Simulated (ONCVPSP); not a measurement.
**Reading a pseudo-wave (zinc)**

Columns: radius, all-electron u(r) and pseudo u(r) of the 3p shell (level -88.10 eV) of zinc in the configuration [Ne] 3s2 3p6 3d10 4s1.5; PW91, scalar-relativistic, ONCV scheme, ONCVPSP 4.0.1.

```csv
r (bohr),all-electron,pseudo
0.055,-0.4001,0.0267
0.110,-0.6690,0.1056
0.165,-0.5550,0.2323
0.220,-0.2158,0.3949
0.275,0.1880,0.5762
0.330,0.5600,0.7609
0.385,0.8572,0.9364
0.440,1.0687,1.0884
0.495,1.1996,1.2007
0.550,1.2633,1.2624
0.605,1.2754,1.2750
0.660,1.2494,1.2491
0.715,1.1974,1.1971
0.770,1.1287,1.1285
0.825,1.0506,1.0504
0.880,0.9683,0.9680
0.935,0.8853,0.8851
0.990,0.8043,0.8042
1.045,0.7270,0.7268
1.100,0.6542,0.6540
1.155,0.5866,0.5865
1.210,0.5244,0.5242
1.265,0.4676,0.4675
1.320,0.4160,0.4159
1.375,0.3695,0.3694
1.430,0.3275,0.3274
```

Problem. How many radial nodes do the two functions have?

Solution. The all-electron 3p function has n − l − 1 = 1; the pseudo-wave has 0, since the states of the same l below it are removed with the core.

Problem. At about which radius was the pseudo-wave matched?

Solution. 0.65 bohr, where the columns begin to agree (steps of 0.06 bohr).

Problem. Is the pseudo-wave norm-conserving?

Solution. Yes: the ONCV scheme keeps the norm inside the radius equal to the all-electron one, which fixes the energy derivative of the logarithmic derivative at the level.
